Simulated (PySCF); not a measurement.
PySCF input:

```python
from pyscf import gto, scf, dft

mol = gto.M(
    atom='''
    Si   -0.38195306    0.03642764   -0.24545395
    Br   -0.70269540   -1.55912873    1.23600448
    Br   -0.09248714    1.94750499    0.80687096
    Br    1.29526190   -0.42401868   -1.62303493
    O    -1.51942937    0.09218723   -1.40725780
    ''',
    basis='def2-tzvpd',
    charge=0,
    spin=1,
    verbose=4,
)

mf = scf.UHF(mol).density_fit(auxbasis='def2-universal-jkfit')
mf.conv_tol = 1e-9
mf.max_cycle = 100
mf.max_memory = 1500
mf.kernel()
if not mf.converged:
    mf = mf.newton()
    mf.kernel(mf.make_rdm1())
for _ in range(2):
    mo, _, stable, _ = mf.stability(return_status=True)
    if stable:
        break
    mf.kernel(mf.make_rdm1(mo, mf.mo_occ))
mf.analyze()
```

Q: What final total energy does it print?

A: -8081.23079 Eh (HF/def2-TZVPD).

It need not be the lowest isomer of its formula.
